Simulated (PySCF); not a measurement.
Computed structure and properties of [Yb(NH2)2]+

System: [Yb(NH2)2]+ (singlet in the valence; each metal's 4f electrons, 13 of them, lie in its core potential, out of spins and levels); start: displaced along the imaginary mode (C2). Method: PySCF 2.14.0, RKS PBE0, Yb lcecp-1-SVP with ECP59, N def2-SVP, H def2-SVP; non-relativistic Hamiltonian with scalar-relativistic core potentials where named; density fitting; no spin-orbit coupling.

Input of the relaxation:

```python
mol = gto.M(atom='''
Yb     0.00000     0.00000    -0.18029
N      1.73015     0.00583     0.92207
H      2.00601    -0.78246     1.56459
H      2.32298     0.83621     1.18165
N     -1.73015    -0.00583     0.92207
H     -2.00601     0.78246     1.56459
H     -2.32298    -0.83621     1.18165''',
    basis={'Yb': 'lcecp-1-SVP', 'N': 'def2-SVP', 'H': 'def2-SVP'},
    ecp={'Yb': 'lcecp-1-SVP'},
    charge=1, spin=0)
mf = dft.RKS(mol, xc='PBE0')
mf.grids.atom_grid = (50, 194)  # f atoms: unpruned, at least (60, 302)
mf = mf.density_fit()  # fitting sets: Yb AutoAux, N def2-universal-JKFIT, H def2-universal-JKFIT
mf.conv_tol = 1e-08; mf.max_cycle = 55
mf.kernel(dm0)  # dm0: converged density of the start geometry
# quasi-Newton relaxation in Cartesian coordinates to a largest gradient under 0.00045 Eh/bohr, steps kept in the point group
```

Run from Python with OMP_NUM_THREADS=2; the lines above give its settings. Where DIIS fails, smearing, a level shift and second-order steps follow.
It took 68 s on 2 threads of Arm Neoverse V2, on a shared host, from the converged density of the start.

Course of the relaxation:

```csv
step,energy above end (eV),largest force component within the symmetry (eV/Å)
0,0.4910,1.112
1,0.3766,0.148
2,0.3172,0.523
3,0.2945,0.710
4,0.2540,0.688
5,0.1928,0.560
6,0.1560,1.064
7,0.1164,0.769
18,0.0022,0.063
19,0.0007,0.100
20,0.0002,0.066
21,0.0003,0.064
22,0.0000,0.014
23,0.0000,0.014
```
(The steps between are left out.)

Relaxed geometry (C2v):

```xyz
7

Yb    0.0000    0.0000   -0.2625
N     1.6073    0.1620    0.9666
H     1.5303    0.1672    1.9862
H     2.6028    0.2548    0.7566
N    -1.6073   -0.1620    0.9666
H    -1.5303   -0.1672    1.9862
H    -2.6028   -0.2548    0.7566
```

```tsv
contact	Å
Yb1–N2 (NH2)	2.030
Yb1–N5 (NH2)	2.030
```

On the finer grid (75, 302):

```
HOMO                                                          : -11.77 eV
LUMO                                                          : -6.98 eV
Dipole about the centre of mass                               : 2.77 D
Set of Mulliken populations of Yb1 outside the core potential : s 2.27, p 6.20, d 1.30, f 0.04
D3(BJ) dispersion energy (not in the energies)                : -0.093 eV
```

| atom | Mulliken (e) | Löwdin (e) | spin (e) |
| --- | --- | --- | --- |
| Yb1 | 1.19 | 0.99 | 0.00 |
| N2 | -0.46 | -0.22 | 0.00 |
| H3 | 0.19 | 0.11 | 0.00 |
| H4 | 0.18 | 0.11 | 0.00 |
| N5 | -0.46 | -0.22 | 0.00 |
| H6 | 0.19 | 0.11 | 0.00 |
| H7 | 0.18 | 0.11 | 0.00 |

The 4f levels lie in the core potential and are missing. Their spin isn't counted.

On the grid (50, 194), as all that follows. Harmonic modes: a minimum; lowest 143 cm⁻¹ (negative: unstable), highest 3615 cm⁻¹, zero-point energy 1.320 eV.

Taking off one NH2 (charge -1, singlet; the rest: singlet) in vacuum, both parts rigid, costs 17.51 eV; the small basis without counterpoise inflates it. Most of it is the attraction of opposite charges; other ways to part are cheaper, and one spin state was tried for the rest.

Rigid scan of NH2 along the line from its metal:

(distance to N2 (Å), energy (eV)): (1.73, 1.491), (1.83, 0.573), (1.93, 0.124), (2.03, 0.000), (2.13, 0.095), (2.23, 0.335), (2.43, 1.056), (2.73, 2.334), (3.13, 3.908), (3.63, 4.988)

One start shape was tried, so this needn't be the lowest isomer.

An lcecp potential fixes the number of 4f electrons, so in runs with it no electron can move into or out of that shell.
